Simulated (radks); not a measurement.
Values are calculated unless marked as measured or tabulated.
Task: All-electron atom: Cs in [Xe] 6s1. Code: a radial shooting solver on a logarithmic mesh with Libxc functionals. Model: Dirac Kohn-Sham, PBE, spin-unpolarised, spherical densities, point nucleus; speed of light set to 685.18 atomic units (5 times the physical value, a model run). Some entries of the table are withheld. Estimate them.

| orbital | occ. | eigenvalue (hartree) | r(max) (bohr) |
|---|---|---|---|
| 1s1/2 | 2 | -1260.105 | 0.01824 |
| 2s1/2 | 2 | -192.6454 | 0.1007 |
| 2p1/2 | 2 | -181.5230 | 0.07859 |
| 2p3/2 | 4 | -181.0532 | 0.07878 |
| 3s1/2 | 2 | -40.00284 | 0.2856 |
| 3p1/2 | 2 | -35.27513 | 0.2722 |
| 3p3/2 | 4 | -35.18582 | 0.2726 |
| 3d3/2 | 4 | -26.40976 | 0.2211 |
| 3d5/2 | 6 | -26.38870 | 0.2213 |
| 4s1/2 | 2 | -7.50097 | 0.6691 |
| 4p1/2 | 2 | -5.79863 | (1) |
| 4p3/2 | 4 | -5.78044 | (2) |
| 4d3/2 | 4 | -2.84509 | 0.7185 |
| 4d5/2 | 6 | -2.84171 | 0.7188 |
| 5s1/2 | 2 | -0.91374 | (3) |
| 5p1/2 | 2 | (4) | 1.800 |
| 5p3/2 | 4 | (5) | 1.803 |
| 6s1/2 | 1 | -0.07427 | 5.013 |
| 6p1/2 | 0 | -0.02951 | 6.666 |
| 6p3/2 | 0 | -0.02941 | 6.675 |
| 5d3/2 | 0 | -0.02241 | 3.037 |
| 5d5/2 | 0 | -0.02233 | 3.041 |

Result: 
(1) 4p1/2 r(max) (bohr): 0.6839
(2) 4p3/2 r(max) (bohr): 0.6848
(3) 5s1/2 r(max) (bohr): 1.609
(4) 5p1/2 eigenvalue (hartree): -0.50324
(5) 5p3/2 eigenvalue (hartree): -0.50107
